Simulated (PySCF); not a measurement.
Si(Cl)3(vinyl) (C2H3Cl3Si), SMILES [Si](Cl)(Cl)(C=C)Cl. Atoms are numbered in the order given.

```xyz
9

C     -2.5863    -1.0810     0.0000
C     -1.2771    -1.3739     0.0000
Si     0.0535    -0.0949     0.0000
Cl    -0.7596     1.7971     0.0000
Cl     1.2529    -0.2988    -1.6615
Cl     1.2529    -0.2988     1.6615
H     -2.9438    -0.0463     0.0000
H     -3.3510    -1.8646     0.0000
H     -0.9570    -2.4238     0.0000
```

Geometry optimised at TPSSh-D3(BJ)/def2-SVP. Other conformers were not sampled.

Calculation: PySCF with PBE/def2-TZVP.

Symmetry labels are those of the subgroup Cs that the program uses (full group Cs).

List the valence orbital energies around the gap with their symmetry. (The exact figures need the calculation; the answer reports its results.)


| orbital | symmetry | energy (eV) |
|---|---|---|
| HOMO−7 | A' | -9.18 |
| HOMO−6 | A" | -8.64 |
| HOMO−5 | A' | -8.63 |
| HOMO−4 | A" | -8.23 |
| HOMO−3 | A' | -8.13 |
| HOMO−2 | A' | -7.95 |
| HOMO−1 | A" | -7.75 |
| HOMO | A" | -7.43 |
| LUMO | A" | -2.28 |
| LUMO+1 | A' | -1.04 |
| LUMO+2 | A' | -0.38 |
| LUMO+3 | A" | 0.55 |
